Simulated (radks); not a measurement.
The strontium ion Sr+ inside a hard spherical wall (all orbitals vanish at R), configuration held at [Kr] 5s1 and not refilled when levels cross. Calculated with a radial shooting solver on a logarithmic mesh with Libxc functionals: scalar-relativistic Kohn-Sham, r2SCAN, spin-polarised, spherical densities, finite nucleus; open shells are filled with parallel spins first (spin-orbit coupling, left out, can overturn this in heavy ions); meta-GGA in the generalised Kohn-Sham scheme; Fermi nuclear charge, rms radius 4.224 fm. Eigenvalues in eV for spin up, with the zero of energy where the potential of the charges vanishes at infinity; a dash marks a level that is unbound or too diffuse for the functional's potential to be trusted. A positive occupied level is held by the wall or, in an anion where self-interaction has pushed it up, behind a barrier. The pressure on the wall is -dE/dV.

[
 {"R (bohr)": "free", "E (hartree)": "-3179.78325", "kinetic (hartree)": "3260.905", "e(3d)": "-136.42", "e(4s)": "-48.575", "e(4p)": "-29.835", "e(5s)": "-8.762", "e(4d, empty)": "-6.700", "e(5p, empty)": "-5.618", "pressure (GPa)": "0"},
 {"R (bohr)": "15", "E (hartree)": "-3179.78325", "kinetic (hartree)": "3260.905", "e(3d)": "-136.42", "e(4s)": "-48.575", "e(4p)": "-29.835", "e(5s)": "-8.762", "e(4d, empty)": "-6.700", "e(5p, empty)": "-5.618", "pressure (GPa)": "< 0.0001"},
 {"R (bohr)": "10", "E (hartree)": "-3179.78285", "kinetic (hartree)": "3260.910", "e(3d)": "-136.39", "e(4s)": "-48.548", "e(4p)": "-29.808", "e(5s)": "-8.740", "e(4d, empty)": "-6.676", "e(5p, empty)": "-5.535", "pressure (GPa)": "0.0120"},
 {"R (bohr)": "7", "E (hartree)": "-3179.76862", "kinetic (hartree)": "3261.004", "e(3d)": "-135.94", "e(4s)": "-48.130", "e(4p)": "-29.407", "e(5s)": "-8.196", "e(4d, empty)": "-6.271", "e(5p, empty)": "-4.314", "pressure (GPa)": "0.778"},
 {"R (bohr)": "5", "E (hartree)": "-3179.65336", "kinetic (hartree)": "3261.496", "e(3d)": "-134.43", "e(4s)": "-46.821", "e(4p)": "-28.177", "e(5s)": "-4.630", "e(4d, empty)": "-4.511", "e(5p, empty)": "1.561", "pressure (GPa)": "13.5"},
 {"R (bohr)": "2.5", "E (hartree)": "-3175.33071", "kinetic (hartree)": "3277.637", "e(3d)": "-110.95", "e(4s)": "-28.691", "e(4p)": "-7.972", "e(5s)": "72.790", "e(4d, empty)": "25.650", "e(5p, empty)": "91.965", "pressure (GPa)": "3170"},
 {"R (bohr)": "2", "E (hartree)": "-3167.48808", "kinetic (hartree)": "3302.520", "e(3d)": "-87.620", "e(4s)": "-3.810", "e(4p)": "20.894", "e(5s)": "168.17", "e(4d, empty)": "62.795", "e(5p, empty)": "192.77", "pressure (GPa)": "15800"},
 {"R (bohr)": "1.5", "E (hartree)": "-3139.17094", "kinetic (hartree)": "3382.477", "e(3d)": "-37.137", "e(4s)": "78.526", "e(4p)": "112.16", "e(5s)": "430.24", "e(4d, empty)": "166.12", "e(5p, empty)": "458.10", "pressure (GPa)": "112000"}
]
